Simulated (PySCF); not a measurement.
## Excitation energy of Sn by level of theory

Sn [Kr] 4d10 5s2 5p2 (3P) → Sn [Kr] 4d10 5s1 5p3 (5S), as a difference of total energies. Computed with PySCF 2.14 in x2c-TZVPPall with one added diffuse shell each of s, p, d, f type (9s7p5d3f, 76 functions), with the spin-free X2C one-electron Hamiltonian (Gaussian nucleus). Correlated levels: valence and next inner shell: [Ar] 3d10 frozen. The calculations carry no spin-orbit coupling.

```csv
method,excitation energy (eV)
UHF,2.993
MP2 (valence and next inner shell),4.459
SCS-MP2 (valence and next inner shell),4.690
CCSD (valence and next inner shell),4.365
CCSD(T) (valence and next inner shell),4.448
```

Errors of the correlated levels include the incompleteness of this basis and the frozen core.

**Question.** Which method comes closest to the reference value, and which is furthest?

**Answer.** The reference is 4.607 eV (measured; NIST levels, between the centres of gravity of the two terms). Closest: SCS-MP2 (valence and next inner shell) (error 0.083 eV); furthest: UHF (error -1.614 eV).
